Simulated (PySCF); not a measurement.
C₃H₈OSi, SMILES O[SiH]1CCC1.

Geometry optimised at PBE-D3(BJ)/def2-SVP. The values are those of a single conformer.

Method: M06-2X/def2-TZVP (PySCF).

The molecule is in vacuum.

The total energy comes out as -483.85971 hartree. The highest occupied level is -8.96 eV. The lowest empty level is 1.12 eV and the orbital gap is 10.08 eV. The dipole moment is 1.10 D and the quadrupole, principal values (traceless, Buckingham form, about the centre of nuclear charge) is -4.94, -1.72, 6.67 D·Å. The mean static polarisability comes out as 62.3 bohr³ (9.23 Å³). The polarisability, principal values is 56.2, 60.2, 70.5 bohr³.
